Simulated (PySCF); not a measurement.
Ga(H)2(vinyl) (C₂H₅Ga), SMILES [CH]([GaH2])=C. Atoms are numbered in the order given.

```xyz
8

Ga    -0.0393     0.7444     0.0000
H     -1.5932     0.9856     0.0000
H      0.9712     1.9463     0.0000
C      0.5725    -1.1145     0.0000
C     -0.3079    -2.1339     0.0000
H      1.6415    -1.3676     0.0000
H      0.0036    -3.1867     0.0000
H     -1.3913    -1.9622     0.0000
```
Charge 0, spin multiplicity 1.

Geometry: TPSSh-D3(BJ)/def2-SVP.

Computed with M06-2X/def2-TZVPD (PySCF).

Isolated molecule, no solvent.

```
Property                                                                                                        Value
---------------------------------------------------------------------------------------------  ----------------------
total energy                                                                                      -2004.00124 hartree
point group                                                                                                        Cs
highest occupied level                                                                                       -9.18 eV
lowest empty level                                                                                           -1.15 eV
orbital gap                                                                                                   8.02 eV
dipole moment                                                                                                  0.71 D
quadrupole, principal values (traceless, Buckingham form, about the centre of nuclear charge)  -1.53, -0.24, 1.77 D·Å
mean static polarisability                                                                       56.4 bohr³ (8.35 Å³)
polarisability, principal values                                                               40.4, 54.9, 73.7 bohr³
```
